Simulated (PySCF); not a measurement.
silicon monoxide (OSi), singlet, geometry from GFN2-xTB; DF-PBE/cc-pVTZ run with PySCF.

The PySCF input:
```python
from pyscf import gto, scf, dft

mol = gto.Mole()
mol.atom = '''
    Si   -0.000000   -0.000000   -0.548582
    O     0.000000    0.000000    0.960019
'''
mol.basis = 'cc-pvtz'
mol.charge = 0
mol.spin = 0
mol.verbose = 4
mol.build()

mf = dft.RKS(mol)
mf.xc = 'pbe'
mf = mf.density_fit(auxbasis='def2-universal-jkfit')
mf.kernel()
mf.analyze()
```

**Question.** Write the output that PySCF gives for this input, abridged.

**Answer.** 
```
PySCF version 2.14.0

[INPUT] verbose = 4
[INPUT] num. atoms = 2
[INPUT] num. electrons = 22
[INPUT] charge = 0
[INPUT] spin (= nelec alpha-beta = 2S) = 0
[INPUT] symmetry False subgroup None
[INPUT] Mole.unit = angstrom
[INPUT] Symbol           X                Y                Z      unit          X                Y                Z       unit  Magmom
[...]
nuclear repulsion = 39.2866288853315
number of shells = 18
number of NR pGTOs = 101
number of NR cGTOs = 64
basis = cc-pvtz
ecp = {}

******** <class 'pyscf.df.df_jk.DFRKS'> ********
method = DFRKS
initial guess = minao
damping factor = 0
level_shift factor = 0
DIIS = <class 'pyscf.scf.diis.CDIIS'>
diis_start_cycle = 1
diis_space = 8
diis_damp = 0
SCF conv_tol = 1e-09
SCF conv_tol_grad = None
SCF max_cycles = 50
direct_scf = False
XC library pyscf.dft.libxc version 7.1.2
    S. Lehtola, C. Steigemann, M. J. T. Oliveira, and M. A. L. Marques,  SoftwareX 7, 1–5 (2018)
XC functionals = pbe
    J. P. Perdew, K. Burke, and M. Ernzerhof,  Phys. Rev. Lett. 77, 3865 (1996)
    J. P. Perdew, K. Burke, and M. Ernzerhof,  Phys. Rev. Lett. 78, 1396 (1997)
    J. P. Perdew, K. Burke, and M. Ernzerhof,  Phys. Rev. Lett. 77, 3865 (1996)
    J. P. Perdew, K. Burke, and M. Ernzerhof,  Phys. Rev. Lett. 78, 1396 (1997)
radial grids:
    Treutler-Ahlrichs [JCP 102, 346 (1995); DOI:10.1063/1.469408] (M4) radial grids

becke partition: Becke, JCP 88, 2547 (1988); DOI:10.1063/1.454033
pruning grids: <function nwchem_prune>
grids dens level: 3
symmetrized grids: False
atomic radii adjust function: <function treutler_atomic_radii_adjust>
small_rho_cutoff = 0
Set gradient conv threshold to 3.16228e-05
Initial guess from minao.
tot grids = 33264
init E= -364.583033426102
[...]
cycle= 1 E= -364.252645993429  delta_E= 0.33  |g|= 1.16  |ddm|= 1.25
[...]
cycle= 2 E= -358.732773784729  delta_E= 5.52  |g|= 3.67  |ddm|= 2.58
[...]
cycle= 3 E= -364.517193341196  delta_E= -5.78  |g|= 0.213  |ddm|= 2.38
[...]
cycle= 4 E= -364.530343024849  delta_E= -0.0131  |g|= 0.176  |ddm|= 0.376
[...]
cycle= 5 E= -364.538679629672  delta_E= -0.00834  |g|= 0.0752  |ddm|= 0.0986
[...]
cycle= 6 E= -364.539671471914  delta_E= -0.000992  |g|= 0.0335  |ddm|= 0.0211
[...]
cycle= 7 E= -364.53991739122  delta_E= -0.000246  |g|= 0.00661  |ddm|= 0.0139
[...]
cycle= 8 E= -364.539926807385  delta_E= -9.42e-06  |g|= 0.000486  |ddm|= 0.00292
[...]
cycle= 9 E= -364.539926853475  delta_E= -4.61e-08  |g|= 7.31e-05  |ddm|= 0.000258
[...]
cycle= 10 E= -364.539926854749  delta_E= -1.27e-09  |g|= 1.24e-05  |ddm|= 5.73e-05
[...]
cycle= 11 E= -364.539926854779  delta_E= -3.01e-11  |g|= 2.04e-07  |ddm|= 7.53e-06
[...]
Extra cycle  E= -364.539926854779  delta_E= 1.71e-13  |g|= 5.03e-07  |ddm|= 4.6e-07
converged SCF energy = -364.539926854779
**** SCF Summaries ****
Total Energy =                        -364.539926854779253
Nuclear Repulsion Energy =              39.286628885331517
One-electron Energy =                 -583.100145927499398
Two-electron Energy =                  179.273590187388606
Two-electron Coulomb Energy =          208.484851383084560
DFT Exchange-Correlation Energy =      -29.211261195695968
HOMO-LUMO gap [eV] =                     4.653327330224915
**** MO energy ****
[...]
 ** Mulliken pop on meta-lowdin orthogonal AOs  **
 ** Mulliken pop  **
 ** Mulliken atomic charges  **
charge of    0Si =      0.61058
charge of    1O =     -0.61058
Dipole moment(X, Y, Z, Debye): -0.00000, -0.00000, -2.63515
```
